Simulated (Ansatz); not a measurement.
Program: Ansatz. Geometries: PBE0-D4/def2-TZVP. ΔE: electronic, gas phase. CCSD(T)/CBS adds triple-zeta CCSD(T) − MP2 to the extrapolated MP2 energy (def2 sets, frozen cores). For Ge outer-core shells are correlated without core-valence functions, which leaves a few kJ/mol of doubt a bond. Scalar relativity is left out up to krypton. Each species was taken in one conformer, which may not be the lowest.

`[CH3][AlH][S]C` + `C[B](F)[GeH3]` → `[CH3][AlH][B](F)[GeH3]` + `CSC`  (formal exchange of groups at the Al–S bond)

`[CH3][AlH][S]C`:

Z-matrix (Å, degrees):
```
C
Al 1 1.951
H 1 1.095 2 111.6
H 1 1.093 2 111.1 3 120.1
H 1 1.095 2 111.7 3 -119.7
S 2 2.176 1 120.8 3 60.0
H 2 1.584 1 124.6 3 -120.0
C 6 1.821 2 103.6 1 0.0
H 8 1.089 6 108.8 2 120.6
H 8 1.089 6 108.8 2 -120.6
H 8 1.089 6 112.0 2 -0.0
```

`C[B](F)[GeH3]`:

```xyz
10

C    -0.234    1.244    1.009
B    -0.696   -0.011    0.216
F    -1.956   -0.420    0.321
Ge    0.541   -1.139   -1.033
H     0.195    1.985    0.325
H    -1.030    1.712    1.592
H     0.587    0.972    1.683
H     0.620   -2.602   -0.557
H     1.976   -0.583   -1.082
H    -0.002   -1.160   -2.474
```

`[CH3][AlH][B](F)[GeH3]`:

Z-matrix (Å, degrees):
```
C
Al 1 1.954
H 1 1.096 2 110.7
H 1 1.092 2 113.8 3 121.8
H 1 1.096 2 110.4 3 -116.8
B 2 2.190 1 117.3 3 56.2
H 2 1.595 1 121.0 3 -123.9
Ge 6 2.097 2 121.8 1 -1.3
F 6 1.327 2 120.7 1 178.6
H 8 1.544 6 108.8 2 -58.1
H 8 1.540 6 116.6 2 179.3
H 8 1.544 6 108.9 2 56.7
```

`CSC`:

Cartesian coordinates in Å:
```
C -1.077 0.347 0.772
S 0.431 1.091 0.142
C 1.091 -0.309 -0.767
H -1.732 0.031 -0.042
H -1.591 1.108 1.359
H -0.857 -0.505 1.419
H 0.413 -0.618 -1.565
H 2.033 0.011 -1.213
H 1.288 -1.155 -0.104
```

```csv
species,CCSD(T)/CBS(def2) energy (Eh)
`[CH3][AlH][S]C`,-720.14936
`C[B](F)[GeH3]`,-2242.41018
`[CH3][AlH][B](F)[GeH3]`,-2484.98840
`CSC`,-477.48821
```

(1) Work out ΔE.

Largest T1 diagnostic among the species: 0.013.

## Answers

(1) ΔE = (-2484.98840) + (-477.48821) − (-720.14936) − (-2242.41018) = 0.08293 Eh = +217.7 kJ/mol.

From PBE to PBE0 (25 % exact exchange), in def2-TZVPP and without D4, ΔE moves by +5.5 kJ/mol.
